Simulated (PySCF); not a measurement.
## Assignment exercise: C6H9FO2Si

Atoms are numbered as in `[CH3:1]/[CH:2]=[C:3]1/[SiH2:4][C@@H:5]([C:6](=[O:7])[OH:8])[C@@H:9]1[F:10]`; H(Xn) means a hydrogen on atom n. Ha(Si4) is cis to C6 on the ring; Hb(Si4) is trans to C6 on the ring.

Calculated, not measured (PySCF): geometry: GFN2-xTB, PBE0/pcSseg-1 with gauge-including orbitals. No solvent model, non-relativistic, fast rotation and ring inversion assumed for equivalent nuclei, one conformer.

Chemical shifts δ = σref − σ; $^{13}$C and $^{1}$H vs TMS, all at this level.

Q: Assign these signals to the numbered atoms. $^{13}$C{$^{1}$H} NMR (computed): δ 179.9, 160.1, 141.1, 94.3, 37.4, 21.5.

A: 
```tsv
δ (ppm)	atoms	environment	reason
179.9	C6	carboxylic acid carbon	it is a carbonyl in resonance with an O or N lone pair, the region of acids, esters and amides
160.1	C2	alkene CH	the olefinic region
141.1	C3	fully substituted alkene carbon	the olefinic region
94.3	C9	allylic sp3 CH bonded to F	deshielded by the electronegative neighbour
37.4	C5	sp3 CH bonded to Si, α to a carbonyl	the adjacent C=O deshields it moderately
21.5	C1	allylic methyl carbon	aliphatic region, no heteroatom directly attached
```

Q: Assign these signals to the numbered atoms. $^{1}$H NMR (600 MHz, computed): δ 6.55 (m, 1H), 6.36 (m, 1H), 5.94 (br s, 1H), 5.14 (m, 1H), 4.66 (m, 1H), 3.13 (m, 1H), 2.11 (d, 3H).

A: 
6.55 → H(C2), hydrogen on an alkene CH: attached to an sp2 carbon and in the plane of the double bond
6.36 → H(C9), hydrogen on an allylic sp3 CH bonded to F: its carbon carries F, which withdraws density
5.94 → H(O8), hydrogen on an acid hydroxyl oxygen: exchangeable; this is the value without hydrogen bonding to other molecules
5.14 → Hb(Si4), hydrogen on a silicon bonded to 2 C, in a 4-membered ring
4.66 → Ha(Si4), hydrogen on a silicon bonded to 2 C, in a 4-membered ring
3.13 → H(C5), hydrogen on an sp3 CH bonded to Si, α to a carbonyl: α to C=O
2.11 → H(C1), hydrogen on an allylic methyl carbon: allylic position

OH and NH positions are those of a molecule without intermolecular hydrogen bonds; in solution they move with solvent, concentration and temperature, and exchange usually removes their couplings. Splittings by $^{19}$F in the carbon and heteronuclear signals aren't shown, as no couplings were computed. Shifts are as computed. Against solution values, carbons near 30 ppm lie about +3 ppm off and those near 130 ppm about +5 ppm. Of 1309 compounds with measured shifts, 239 miss one by over three times the rms of a fit or turn the order of signals round; such compounds aren't used in these exercises. The C=O carbon of an acid or of an amide with N–H lies up to 10 ppm further downfield in solution, through hydrogen bonding that the calculation lacks. No couplings were computed; multiplicities are counted from neighbouring protons, with m where these are inequivalent, close in shift, in a saturated or five-membered ring or joined by F or P, and br s for small geminal =CH2 splittings.
